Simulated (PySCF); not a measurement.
SMILES C[Si](Cl)(I)I, CAM-B3LYP/def2-SVP optimised geometry.

```
8

C     -1.53    -1.84     1.51
Si    -0.89    -0.98     0.00
Cl    -1.55     0.98     0.00
I     -1.72    -2.09    -2.02
I      1.55    -0.98     0.00
H     -1.17    -1.33     2.41
H     -1.18    -2.89     1.53
H     -2.63    -1.83     1.51
```

Density from CAM-B3LYP/def2-TZVP, def2 effective core potentials past Kr in PySCF 2.14.0 at that geometry. The core electrons that the potentials of I replace are not part of the density.

Minimum of the electron density along straight lines between bonded atoms, close to the bond critical point (lines longer than 1.1 times the sum of covalent radii, or with two minima, are not listed):

```csv
bond,length / Å,ρ at the minimum / e bohr⁻³,∇²ρ there / e bohr⁻⁵,position (fraction from the first atom)
C1–Si2,1.856,(withheld),0.14,0.61
Si2–Cl3,2.061,(withheld),(withheld),0.36
Si2–I4,2.449,0.085,-0.09,0.35
Si2–I5,2.449,0.085,-0.09,0.35
C1–H6,1.100,0.269,-0.89,0.65
C1–H7,1.099,0.269,-0.90,0.65
C1–H8,1.100,0.269,-0.89,0.65
```

**Question.** Some entries are withheld; supply them.

**Answer.** 
- C1–Si2, ρ at the minimum / e bohr⁻³: 0.131
- Si2–Cl3, ρ at the minimum / e bohr⁻³: 0.101
- Si2–Cl3, ∇²ρ there / e bohr⁻⁵: 0.19
